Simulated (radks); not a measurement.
All-electron atom: Cr2+ in [Ar] 3d4.

All-electron calculation, scalar-relativistic Kohn-Sham, r2SCAN, spin-polarised, spherical densities, finite nucleus; open shells are filled with parallel spins first; meta-GGA in the generalised Kohn-Sham scheme; Fermi nuclear charge, rms radius 3.6452 fm. Program: a radial shooting solver on a logarithmic mesh with Libxc functionals.

Energy parts (eV):
| part | energy |
|---|---|
| total | -28573.325 |
| kinetic | 28864.904 |
| electron-nucleus | -67733.568 |
| Hartree | 11614.971 |
| exchange-correlation | -1319.632 |

Orbitals (lengths in bohr, moments of r in powers of bohr; <r^-3> diverges for s and p1/2):
orbital,occ.,eigenvalue (eV),<r^-3>,<r^4>
1s down,1,-5923.671,-,0.00007616
1s up,1,-5923.629,-,0.00007616
2s up,1,-696.9433,-,0.01803
2s down,1,-694.9367,-,0.01783
2p up,3,-587.5663,361.6,0.01421
2p down,3,-586.0342,363.2,0.01401
3s up,1,-99.5942,-,1.390
3s down,1,-94.2903,-,1.420
3p up,3,-69.7097,43.22,1.996
3p down,3,-64.4045,42.50,2.053
3d up,4,-24.3071,3.479,7.876
3d down,0,-18.9501,3.380,10.17
4s up,0,-18.4927,-,96.77
4p up,0,-13.0421,3.994,203.1

The highest occupied level is 3d up at -24.307 eV. The density falls to 0.001 e/bohr^3 at r = 3.07 bohr. The electron density at the nucleus is 1.15e+04 e/bohr^3 (large components only).
